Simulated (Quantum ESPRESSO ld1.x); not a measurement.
All-electron atom: W64+ in [Ne]. All-electron calculation, scalar-relativistic Kohn-Sham, LDA (Slater exchange, VWN5 correlation), spin-polarised, spherical densities, point nucleus. Program: ld1.x of Quantum ESPRESSO 7.5.

Unscreened Slater integrals over Kohn-Sham orbitals (hartree). They are taken over the spin-up orbitals.

integral    value
F0(2p,2p)  13.375
F2(2p,2p)  6.3354
F0(2p,2s)  12.434
G1(2p,2s)  7.1136
F0(2p,1s)  18.216
G1(2p,1s)  3.5105
F0(2s,2s)  11.846
F0(2s,1s)  16.795
G0(2s,1s)  1.7409
F0(1s,1s)  51.840
